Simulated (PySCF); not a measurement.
SnBr3, SMILES [Br][Sn+]([Br])[Br], charge +1.

Geometry: B3LYP-D3(BJ)/def2-SVP. The multiplicity is an assumed one; other spin states were not compared. The isomer is the one that the SMILES or the coordinates give; other isomers of the formula were not compared. The def2 effective core potentials stand for the cores of Sn; spin–orbit coupling is left out.

These are C-PCM-M06-2X/def2-SVP run with PySCF values and carry that method's errors.

The values are the electrostatic part of the solvation free energy, E(continuum) − E(gas) at the gas-phase geometry, in a cavity of scaled van der Waals radii (PySCF's table); cavitation and dispersion terms are not included. A continuum can't describe solvent molecules that bind to the metal. In vacuum the orbital gap is 6.64 eV.

| solvent | ε | ΔG(elec) (kcal/mol) | gap (eV) |
|---|---|---|---|
| water | 78.36 | -55.2 | 6.71 |
| toluene | 2.37 | -32.1 | 6.68 |
| acetone | 20.49 | -53.1 | 6.70 |
